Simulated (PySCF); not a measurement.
Harmonic spectrum computed at PBE0 in the def2-TZVP basis family (core potentials from Rb on, PySCF, no spin–orbit coupling):

```tsv
ω (cm⁻¹)	IR (km/mol, summed over degenerate members)	degeneracy
84	41.2	2
131	22.4	1
617	0.0	1
652	89.6	2
```

**Question.** Which molecule gave it? In each, all ligands are bound to the one heavy central atom.
A. TeF₃⁺ (singlet)
B. PbF₃⁺ (singlet)
C. HfF₃⁺ (singlet)
D. WF₃⁺ (triplet)
E. ZrF₃⁺ (singlet)

**Answer.** B. It has D3h symmetry with Pb–F 1.934 Å (×3).
